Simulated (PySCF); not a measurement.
# Ionisation energy of W⁺ by level of theory

W⁺ [Xe] 4f14 5d4 6s1 (6D) → W²⁺ [Xe] 4f14 5d4 (5D), as a difference of total energies. Computed with PySCF 2.14 in aug-cc-pVTZ-PP with ECP60MDF (6s6p5d3f2g, 88 functions), with a scalar-relativistic core potential. Correlated levels: valence: 5s2 5p6 frozen. The calculations carry no spin-orbit coupling.

```tsv
method	ionisation energy (eV)
UHF	14.995
MP2 (valence)	15.495
SCS-MP2 (valence)	15.162
CCSD (valence)	15.556
CCSD(T) (valence)	15.576
```

Problem. How much does correlation contribute at CCSD(T) (valence)?

Solution. 15.576 − (14.995) = 0.581 eV, measured against UHF.

The reference lies between the lowest fine-structure levels, while these numbers refer to the centres of the terms.

Errors of the correlated levels include the incompleteness of this basis and the frozen core.

For comparison: 16.37 ± 0.15 eV (semi-empirical (NIST evaluation); NIST Atomic Spectra Database, ionization energies).
